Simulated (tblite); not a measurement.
Run record: tight-binding relaxation, `C[CH2][GeH2][O][GeH2][O][SiH3]`.

Computed with GFN2-xTB geometry optimisation, gas phase (tblite 0.8.0). Start geometry: from a force field or distance geometry. A driver script takes a list of jobs; this job's settings line and coordinates (Å) are shown.

Command:
```bash
OMP_NUM_THREADS=1 python probes_run.py task.json out
```

Input:
```
{"job": {"kind": "relax", "xc": "GFN2-xTB", "basis": "xTB"}, "charge": 0, "multiplicity": 1}
C     -3.126700     0.904200    -0.033500
C     -2.758800    -0.514900    -0.417700
Ge    -0.999000    -1.013400     0.255600
O      0.314600    -0.454500    -0.848800
Ge     1.816500    -0.884000     0.060300
O      3.252800    -0.251400    -0.814400
Si     3.790700     1.157800     0.023400
H     -2.410000     1.353000     0.690500
H     -4.134800     0.865900     0.454800
H     -3.231300     1.531900    -0.946100
H     -3.528000    -1.201400     0.029700
H     -2.802700    -0.591100    -1.511300
H     -0.858100    -2.547400     0.464300
H     -0.674600    -0.368500     1.631000
H      1.886700    -2.403300     0.279500
H      1.711100    -0.229600     1.486900
H      3.755500     2.345200    -0.825400
H      5.146700     0.940200     0.554600
H      2.839500     1.370500     1.138800
```

Output:
```
step      E/eV     max force
  0    -658.04918    2.166
  1    -658.21921    1.581
  2    -658.37374    1.155
  3    -658.43975    0.943
  4    -658.54219    0.627
  5    -658.57218    0.637
  6    -658.66493    0.645
  7    -658.70477    0.563
  8    -658.75236    0.413
  9    -658.78332    0.437
... (267 lines left out)
277    -659.61520    0.025
278    -659.61533    0.039
279    -659.61544    0.027
280    -659.61551    0.022
281    -659.61557    0.019
282    -659.61564    0.021
283    -659.61570    0.020
284    -659.61573    0.013
285    -659.61575    0.013
286    -659.61577    0.009
```

«max force» is the largest atomic force in eV/Å.

Problem. From which step on does the largest force stay under 0.1 eV/Å, and how much energy is left to gain from there?

Solution. From step 238 (0.076 eV/Å), 8.5 meV above the end.

Main results: energy lowered by 36.1 kcal/mol over 286 steps; largest atomic force 0.009 eV/Å at the end.

Problem. Where do the atoms end?

Solution. 1.783 Å rms from the input after alignment:
```
atom  x, y, z in Å
C1    -1.5228    0.7937   -0.9308
C2    -2.1999   -0.3780   -0.2314
Ge3   -1.1475   -1.0936    1.2922
O4     0.4196   -1.6772    0.7337
Ge5    1.7210   -1.3800   -0.3474
O6     2.1451    0.2965   -0.3337
Si7    2.1380    1.6542    0.5590
H8    -0.5417    0.4990   -1.3061
H9    -1.3834    1.6265   -0.2428
H10   -2.1213    1.1397   -1.7726
H11   -3.1803   -0.0754    0.1411
H12   -2.3617   -1.1934   -0.9410
H13   -1.7135   -2.3543    1.9093
H14   -0.8446   -0.0921    2.3866
H15    1.3122   -1.6441   -1.7712
H16    2.8654   -2.1848    0.1925
H17    2.0124    2.7035   -0.4520
H18    3.3968    1.7051    1.3030
H19    0.9965    1.6639    1.4840
```

Problem. Estimate the wall time. Hardware: one thread, Arm Neoverse N1 (aarch64) (shared host).

Solution. About 4.6 s.
Labels such as C1 count atoms from 1, the log's own numbers from 0.
